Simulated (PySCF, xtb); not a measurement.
FH5N2Sn, SMILES [NH2][SnH]([NH2])[F]. Other conformers were not sampled.

Harmonic wavenumbers (cm⁻¹) from GFN2-xTB (xtb 6.7.1) at its own minimum, in rising order: 98, 121, 136, 149, 168, 380, 443, 475, 485, 538, 697, 704, 765, 795, 1459, 1465, 1563, 3385, 3396, 3417, 3428.

### Question
What does PBE-D3(BJ)/def2-SVP (PySCF 2.14.0) give at its own minimum? (Estimate from the structure and the level; the computed values follow.)

### Answer
95, 123, 146, 174, 182, 490, 527, 534, 573, 581, 640, 654, 827, 864, 1486, 1496, 1886, 3407, 3412, 3507, 3508. Paired by order, the mean absolute difference is 60 cm⁻¹ and the zero-point energies are 34.4 and 35.9 kcal/mol.
